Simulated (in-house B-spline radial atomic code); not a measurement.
Zr⁷⁺. Computed with a B-spline radial atomic code. Model: all-electron spherical atom, spin shells full or empty, radial basis limit, no spin-orbit coupling: exact exchange with a local potential (Slater, KLI or optimised effective potential, whose far tail is KLI's), no correlation.

Exchange potential has not reached -1/r at the last radius.

The run also made RPA and GW results, which its time includes.

The Slater potential averages the orbital exchange potentials with the orbital densities as weights, KLI adds orbital constants, and the optimised effective potential minimises the exact-exchange energy among local potentials. So their energies lie above Hartree-Fock in the order OEP, KLI, Slater. All fall off as −1/r, unlike LDA and GGA exchange.

Command:
```bash
python run_gw.py task.json out
```
Settings (nuclear radius in fm, other lengths in bohr, energies in hartree):
```
Z                      40
electrons              33
configuration          [Ar] 3d10 4s2 4p3
hamiltonian            x2c
method                 kli
lmax                   9
rms_radius             4.2694
spin_polarised         True
box_radius             8.41
intervals              98
```

Time taken, with all properties: 14 s on 1 thread of Arm Neoverse N1 (shared host).

Given: hamiltonian one-electron scalar X2C; mean-field start exchange-only KLI.

Computed: energy above Hartree-Fock 13.984 millihartree.

```
radius (bohr)  r times exchange potential up (hartree bohr)  r times exchange potential down (hartree bohr)
      0.00125                                     -0.043338                                       -0.043177
      0.00154                                             ?                                               ?
       0.0019                                     -0.065583                                       -0.065338
      0.00234                                     -0.080469                                       -0.080167
      0.00289                                             ?                                               ?
      0.00356                                      -0.12087                                        -0.12041
      0.00439                                       -0.1475                                        -0.14693
      0.00541                                      -0.17912                                        -0.17842
      0.00667                                      -0.21639                                        -0.21552
      0.00822                                      -0.25932                                        -0.25824
       0.0101                                      -0.30686                                        -0.30553
       0.0125                                      -0.36027                                         -0.3586
       0.0154                                       -0.4141                                        -0.41201
        0.019                                      -0.46566                                        -0.46301
       0.0234                                      -0.50836                                        -0.50496
       0.0289                                      -0.53632                                        -0.53184
       0.0356                                      -0.54425                                        -0.53812
       0.0439                                      -0.53916                                        -0.53037
       0.0541                                      -0.55178                                        -0.53931
       0.0667                                      -0.62165                                        -0.60583
       0.0822                                      -0.74188                                        -0.72414
        0.101                                      -0.86409                                        -0.84545
        0.125                                       -0.9486                                        -0.92984
        0.154                                      -0.95915                                        -0.94102
         0.19                                      -0.90972                                         -0.8901
        0.234                                      -0.93084                                         -0.8977
        0.289                                       -1.1286                                         -1.0766
        0.356                                        -1.348                                         -1.2886
        0.439                                       -1.4544                                         -1.3996
        0.541                                       -1.3921                                         -1.3526
        0.667                                       -1.1956                                         -1.1616
        0.822                                       -1.1084                                        -0.93062
         1.01                                       -1.2666                                        -0.85617
         1.25                                       -1.4001                                        -0.92435
         1.54                                       -1.4061                                        -0.97725
          1.9                                        -1.328                                        -0.99582
         2.34                                       -1.2303                                        -0.99966
```

Problem. What belongs in the row 0.00154?

Solution. r times exchange potential up (hartree bohr): -0.053297; r times exchange potential down (hartree bohr): -0.053099.

Problem. What belongs in the row 0.00289?

Solution. r times exchange potential up (hartree bohr): -0.098854; r times exchange potential down (hartree bohr): -0.098481.

```tsv
occupied	level (hartree)	Hartree-Fock level (hartree)
1s up	-658.32	-669.11
1s down	-658.15	-669.07
2s up	-94.989	-98.76
2s down	?	?
2p up	-85.21	-88.307
2p down	-85.05	-88.26
3s up	-19.206	-20.573
3s down	?	?
3p up	-16.004	-17.059
3p down	-15.872	-16.972
3d up	-10.739	-11.269
3d down	-10.603	-11.224
4s up	-5.857	-6.0827
4s down	-5.5525	-5.5555
4p up	-4.9544	-4.9586
```

Problem. What belongs in the row 2s down?

Solution. level (hartree): -94.846; Hartree-Fock level (hartree): -98.735.

Problem. What belongs in the row 3s down?

Solution. level (hartree): -19.078; Hartree-Fock level (hartree): -20.509.

| empty | level (hartree) |
| --- | --- |
| 4p down | -4.6544 |
| 4d up | -3.5861 |
| 4d down | ? |
| 5s up | -2.8104 |
| 5s down | -2.6846 |
| 5p up | -2.4745 |
| 5p down | -2.3635 |
| 4f up | ? |
| 4f down | -2.1389 |

Problem. What belongs in the row 4d down?

Solution. level (hartree): -3.3171.

Problem. What belongs in the row 4f up?

Solution. level (hartree): -2.3415.

The highest level, 4p up, differs from Hartree-Fock by +0.12 eV and the deepest, 1s up, by +293 eV: a local potential can match the highest level but can't give each shell its own exchange.
